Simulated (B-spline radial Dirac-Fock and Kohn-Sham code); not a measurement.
**Magnetic form factor of the 4d shell of La¹²⁺**

System: lanthanum as La¹²⁺ in the configuration 1s2 2s2 2p6 3s2 3p6 3d10 4s2 4p6 4d9.

These are calculated numbers from a B-spline atomic structure program; the model is Dirac-Fock orbitals of the configuration average with a finite nucleus. ⟨j_K⟩ is the integral of the 4d radial density with the spherical Bessel function j_K(4πsr), s = sin θ/λ.

```
s (Å⁻¹)     ⟨j0⟩     ⟨j2⟩    ⟨j4⟩
      0   1.0000   0.0000  0.0000
   0.05   0.9887   0.0045  0.0000
    0.1   0.9554   0.0177  0.0001
   0.15   0.9022   0.0383  0.0006
    0.2   0.8323   0.0647  0.0018
   0.25   0.7496   0.0945  0.0040
    0.3   0.6587   0.1256  0.0078
   0.35   0.5639   0.1554  0.0132
    0.4   0.4695   0.1822  0.0205
   0.45   0.3792   0.2041  0.0295
    0.5   0.2959   0.2203  0.0399
    0.6   0.1576   0.2334  0.0635
    0.7   0.0619   0.2228  0.0872
    0.8   0.0061   0.1945  0.1067
    0.9  -0.0184   0.1566  0.1193
      1  -0.0215   0.1164  0.1239
    1.1  -0.0124   0.0794  0.1209
    1.2   0.0017   0.0487  0.1119
    1.4   0.0285   0.0093  0.0834
    1.6   0.0426  -0.0050  0.0525
```

Radial moments of the shell: ⟨r²⟩ = 0.6182, ⟨r⁴⟩ = 0.5890, ⟨r⁶⟩ = 0.7961 in powers of bohr.
